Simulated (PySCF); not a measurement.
Compound: CdMe(OMe), C2H6CdO (singlet state).
Bonds: Cd1–C2, Cd1–O6, O6–C7. Hydrogens: H3, H4, H5 on C2; H8, H9, H10 on C7.

Theory: PySCF, PBE0-D3(BJ)/def2-SVP geometry optimisation, gas phase, def2 core potentials past Kr.

List the bond lengths and angles at this level.

```json
{"bond": "Cd1–C2", "length (bohr)": "3.945"}
{"bond": "Cd1–O6", "length (bohr)": "3.731"}
{"bond": "C2–H3, C2–H4, C2–H5", "length (bohr)": "2.078"}
{"bond": "O6–C7", "length (bohr)": "2.617"}
{"bond": "C7–H8, C7–H9, C7–H10", "length (bohr)": "2.099"}
```

Bonds in one row agree within 0.02 bohr and their mean is given. A selection of angles:
```json
{"angle": "C2–Cd1–O6", "degrees": "175.6"}
{"angle": "Cd1–C2–H3", "degrees": "110.1"}
{"angle": "H3–C2–H4", "degrees": "108.7"}
{"angle": "Cd1–O6–C7", "degrees": "126.4"}
{"angle": "O6–C7–H8", "degrees": "114.1"}
{"angle": "O6–C7–H9", "degrees": "109.7"}
{"angle": "H8–C7–H9", "degrees": "106.0"}
```

The 4 heavy atoms lie in one plane (0.001 Å rms).

PBE0-D3(BJ)/def2-SVP frequencies: not computed here.
